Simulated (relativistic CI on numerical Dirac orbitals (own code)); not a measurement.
# What each ingredient does to the levels of W XXXIX

Base calculation: Dirac-Coulomb-Breit CI, separate exchange-only KLI orbitals for each configuration, a model potential for QED, unscaled Slater integrals.

Configurations in the expansion (outside the closed core [Ar] 3d10): 4s²4p⁶, 4s²4p⁵4d, 4s4p⁶4d, 4s²4p⁵4f, 4s4p⁶4f, 4p⁶4d4f, 4s²4p⁵5s, 4s²4p⁵5p, 4s4p⁶5s, 4s²4p⁵5d, 4s4p⁶5p, 4s²4p⁵5f, 4s²4p⁵5g, 4s4p⁶5d, 4p⁶4f5s, 4s²4p⁵6s, 4s4p⁶5f, 4s²4p⁵6p, 4s4p⁶5g, 4s²4p⁵6d, 4s²4p⁵6f, 4p⁶4d², 4p⁵4d³, 4p⁵4d²4f, 4p⁵4d²5s, 4p⁵4d²5p, 4p⁶4f², 4p⁵4d4f², 4p⁵4f³, 4p⁵4f²5s, 4p⁵4f²5p, 4p⁶4d5s, 4p⁵4d4f5s, 4p⁵4d5s², 4p⁵4d5s5p. Double excitations out of closed p, d and f shells are left out; levels of such configurations are missing from the list, as are those of other unlisted configurations, and high levels can miss mixing partners. These lack a partner that the ground configuration has and come out too high: 4s²4p⁵5d, 4s²4p⁵5f, 4s²4p⁵5g, 4s²4p⁵6s, 4s²4p⁵6p.

Variants: (1) QED terms removed; (2) only the first 3 configurations. Shifts of the energy above 4s²4p⁶ ¹S0, in eV, for the lowest level and the first level of each name with at least 55 % of one term (blank where a level changes its place among those of its configuration and J or its character, or is not in the variant):

```csv
Level,Base,Δ(1),Δ(2)
4s²4p⁶ ¹S0,0.000,0.000,0.000
4s²4p⁵4d ³P°0,148.570,+0.209,-0.098
4s²4p⁵4d ³P°1,153.182,+0.205,-0.095
4s²4p⁵4d ³F°3,156.188,+0.209,+0.186
4s²4p⁵4d ³F°4,171.729,+0.161,+0.340
4s²4p⁵4d ³D°3,179.981,+0.160,-0.062
4s²4p⁵4d ³F°2,246.035,+0.115,+0.306
4s²4p⁵4d ¹P°1,269.115,+0.117,-0.038
4s²4p⁵4f ³G4,364.955,+0.194,
4s²4p⁵4f ³G5,367.310,+0.175,
4s²4p⁵4f ³F4,374.381,+0.175,
4s4p⁶4d ³D3,385.072,+0.932,-5.797
4s4p⁶4d ¹D2,389.636,+1.169,-1.818
4s²4p⁵4f ³G3,456.419,+0.099,
```

At this charge energies of transitions that change n are usually good to better than 1 %, and those within a shell (Δn = 0) to a few per cent.

Ionisation energy from the two ground configurations alone: base 1828.92 eV. The NIST ASD value (semi-empirical) is 1829.8 eV.

LS names give the leading component of a level, which can be under half, so a name can repeat, a term be missing and a line seem to break the LS rules.
